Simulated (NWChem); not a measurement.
Species: 1,3-disilacyclobutane (C₂H₈Si₂); SMILES C1[SiH2]C[SiH2]1

```xyz
12

C      1.3589     0.0000     0.1559
Si     0.0000     1.3152    -0.0790
C     -1.3589     0.0000     0.1559
Si     0.0000    -1.3152    -0.0790
H      1.7455     0.0000     1.1889
H      2.2149     0.0000    -0.5335
H      0.0000     2.4462     0.9020
H      0.0000     1.8817    -1.4635
H     -1.7455     0.0000     1.1889
H     -2.2149     0.0000    -0.5335
H      0.0000    -2.4462     0.9020
H      0.0000    -1.8817    -1.4635
```
Atoms are numbered in this order, from 1.

Program: NWChem. All runs use the structure optimised with PBE0/def2-SVP. Solvent water, SMD (1 M gas to 1 M solution), gas-phase geometry. Reactions with the solvent are ignored.

```json
[
 {"level": "B3LYP/STO-3G", "basis functions": "36", "solvation free energy (kcal/mol)": "3.2", "cavity-dispersion-structure term (kcal/mol)": "3.8", "dipole in solution (D)": "0.18", "relative time": "1"},
 {"level": "B3LYP/def2-SVP", "basis functions": "104", "solvation free energy (kcal/mol)": "2.7", "cavity-dispersion-structure term (kcal/mol)": "3.8", "dipole in solution (D)": "0.59", "relative time": "5"},
 {"level": "B3LYP/def2-SVPD", "basis functions": "152", "solvation free energy (kcal/mol)": "2.6", "cavity-dispersion-structure term (kcal/mol)": "3.8", "dipole in solution (D)": "0.57", "relative time": "10"},
 {"level": "B3LYP/def2-TZVP", "basis functions": "184", "solvation free energy (kcal/mol)": "2.5", "cavity-dispersion-structure term (kcal/mol)": "3.8", "dipole in solution (D)": "0.58", "relative time": "10"},
 {"level": "B3LYP/def2-TZVPD", "basis functions": "232", "solvation free energy (kcal/mol)": "2.5", "cavity-dispersion-structure term (kcal/mol)": "3.8", "dipole in solution (D)": "0.58", "relative time": "20"}
]
```

Relative times are rough (shared machine, one core).
